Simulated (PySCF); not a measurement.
# AlH4NO2

AlH4NO2 is a small molecule, neutral, singlet. The structure, one conformer, was relaxed in the gas phase by PBE0-D3(BJ)/def2-SVP. No frequency run checks that it is a minimum.

SMILES: [NH2][Al]([OH])[OH]

```xyz
8

O    -0.491    0.864    1.629
Al   -0.246    0.085    0.138
O    -1.603   -0.287   -0.819
N     1.413   -0.292   -0.324
H    -1.356    1.121    1.948
H    -1.601   -0.700   -1.682
H     2.215   -0.063    0.252
H     1.715   -0.757   -1.171
```
Atom numbers follow the order of the file, from 1.

Shieldings: GIAO PBE0/pcSseg-2. Shifts are against computed references at the same level: H TMS (σ 31.24 ppm). Core levels by delta-SCF with SCAN, pcX-2 on the ionised atom and pcseg-1 elsewhere, spin-free X2C (2p3/2 is the spin-free 2p value less a third of a first-order spin-orbit splitting); from the vacuum level, for chosen atoms.

**Question.** Give the shieldings and core levels atom by atom.

**Answer.** 
```json
{"atoms": "O1", "bonded to": "1 Al + 1 H", "σ (ppm)": "323.9", "δ (ppm)": "-", "core level (eV)": "1s 537.95"}
{"atoms": "Al2", "bonded to": "1 N + 2 O", "σ (ppm)": "446.5", "δ (ppm)": "-", "core level (eV)": "2p3/2 80.47"}
{"atoms": "O3", "bonded to": "1 Al + 1 H", "σ (ppm)": "316.9", "δ (ppm)": "-", "core level (eV)": "1s 538.03"}
{"atoms": "N4", "bonded to": "1 Al + 2 H", "σ (ppm)": "262.2", "δ (ppm)": "-", "core level (eV)": "1s 404.39"}
{"atoms": "H5", "bonded to": "1 O", "σ (ppm)": "30.54", "δ (ppm)": "0.71", "core level (eV)": "-"}
{"atoms": "H6", "bonded to": "1 O", "σ (ppm)": "30.46", "δ (ppm)": "0.78", "core level (eV)": "-"}
{"atoms": "H7", "bonded to": "1 N", "σ (ppm)": "31.07", "δ (ppm)": "0.18", "core level (eV)": "-"}
{"atoms": "H8", "bonded to": "1 N", "σ (ppm)": "31.37", "δ (ppm)": "-0.13", "core level (eV)": "-"}
```

Values are those of this one static structure; atoms that internal rotation interchanges would show their mean in an NMR spectrum.

**Question.** By CAM-B3LYP/def2-SVPD (TDDFT singlets, Tamm-Dancoff triplets, ionisation by delta-SCF), where does absorption start, and what does vertical ionisation take?

**Answer.** The lowest singlet lies at 5.77 eV (f 0.034), the strongest of the first 6 at 7.88 eV (f 0.121), the lowest triplet at 5.42 eV; vertical ionisation takes 10.11 eV.
